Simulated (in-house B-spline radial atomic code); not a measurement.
**How G0W0 and RPA depend on the start: Ag¹⁹⁺**

Configuration [Ar] 3d10. Computed with an all-electron radial atomic-structure program (B-spline basis): all electrons, non-relativistic, point nucleus, each spin shell either full or empty, empty states to l = 9 with an (l + 1/2)⁻⁴ tail; G0W0 by contour deformation at full frequency.

Without relativity these are model numbers: it shifts the levels of so heavy an element strongly and can reorder them.

```json
{"start": "Hartree-Fock", "mean-field 3d (eV)": "-894.60", "G0W0 (eV)": "-892.84", "QP weight": "0.992", "RPA correlation (Eh)": "-2.0467"}
{"start": "PBE", "mean-field 3d (eV)": "-859.10", "G0W0 (eV)": "?", "QP weight": "?", "RPA correlation (Eh)": "?"}
{"start": "wB97X", "mean-field 3d (eV)": "-868.66", "G0W0 (eV)": "-892.42", "QP weight": "0.990", "RPA correlation (Eh)": "-2.118"}
{"start": "SCAN", "mean-field 3d (eV)": "-861.95", "G0W0 (eV)": "-892.45", "QP weight": "0.990", "RPA correlation (Eh)": "-2.1223"}
{"start": "CAM-B3LYP", "mean-field 3d (eV)": "-868.45", "G0W0 (eV)": "?", "QP weight": "?", "RPA correlation (Eh)": "?"}
```

**Question.** What G0W0 level, weight and RPA correlation energy follow from the CAM-B3LYP start?

**Answer.** G0W0 level -892.74 eV, weight 0.990, RPA correlation -2.1195 hartree.

**Question.** What G0W0 level, weight and RPA correlation energy follow from the PBE start?

**Answer.** G0W0 level -892.66 eV, weight 0.989, RPA correlation -2.1429 hartree.

**Question.** How much of the dependence on the start does G0W0 remove?

**Answer.** The mean-field levels span 35.5 eV and the G0W0 levels 0.422 eV. Against 885 ± 4 eV (NIST, tabulated theory) the G0W0 removal energies are off by +7.42 to +7.84 eV, with relativity, Breit and QED terms left out.
